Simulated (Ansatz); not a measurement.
C$_{3}$H$_{5}$AlF$_{2}$, SMILES `[F][Al]([F])[CH]1CC1`. Charge 0, multiplicity 1. The geometry is a stationary point of PBE0-D4/def2-TZVP. It is one conformer, not always the lowest.

```xyz
11

F     2.419   -0.288   -1.175
Al    1.570   -0.987    0.050
F     2.306   -2.216    0.856
C    -0.179   -0.355    0.464
C    -1.095    0.155   -0.638
C    -0.520    1.121    0.326
H    -0.702   -0.853    1.275
H    -0.725    0.169   -1.657
H    -2.146   -0.089   -0.552
H    -1.175    1.543    1.078
H     0.246    1.801   -0.027
```

(1) What is the dipole moment at PBE/def2-TZVPP? (Best estimate.)

(2) And with r2SCAN, B3LYP, ωB97M-V? (An estimate is asked.)

(3) Give the Mulliken charges with PBE, B3LYP, r2SCAN in def2-TZVPP. (Best estimate.)

Answers

(1) The calculation gave: 2.47 D, with components (-2.26, 0.90, 0.45) D in this frame, pointing from negative to positive charge.

(2) The calculation gave: r2SCAN 2.46 D, B3LYP 2.49 D, ωB97M-V 2.43 D.

(3) Computed: 
```json
{"atom": "F1", "PBE": "-0.32", "B3LYP": "-0.36", "r2SCAN": "-0.36"}
{"atom": "Al2", "PBE": "0.69", "B3LYP": "0.81", "r2SCAN": "0.84"}
{"atom": "F3", "PBE": "-0.31", "B3LYP": "-0.35", "r2SCAN": "-0.35"}
{"atom": "C4", "PBE": "-0.17", "B3LYP": "-0.20", "r2SCAN": "-0.21"}
{"atom": "C5", "PBE": "-0.17", "B3LYP": "-0.18", "r2SCAN": "-0.10"}
{"atom": "C6", "PBE": "-0.17", "B3LYP": "-0.18", "r2SCAN": "-0.10"}
{"atom": "H7", "PBE": "0.09", "B3LYP": "0.09", "r2SCAN": "0.06"}
{"atom": "H8", "PBE": "0.10", "B3LYP": "0.10", "r2SCAN": "0.06"}
{"atom": "H9", "PBE": "0.08", "B3LYP": "0.09", "r2SCAN": "0.05"}
{"atom": "H10", "PBE": "0.08", "B3LYP": "0.09", "r2SCAN": "0.05"}
{"atom": "H11", "PBE": "0.10", "B3LYP": "0.10", "r2SCAN": "0.06"}
```

B3LYP here is the variant with VWN-RPA as its local correlation; programs differ in this.
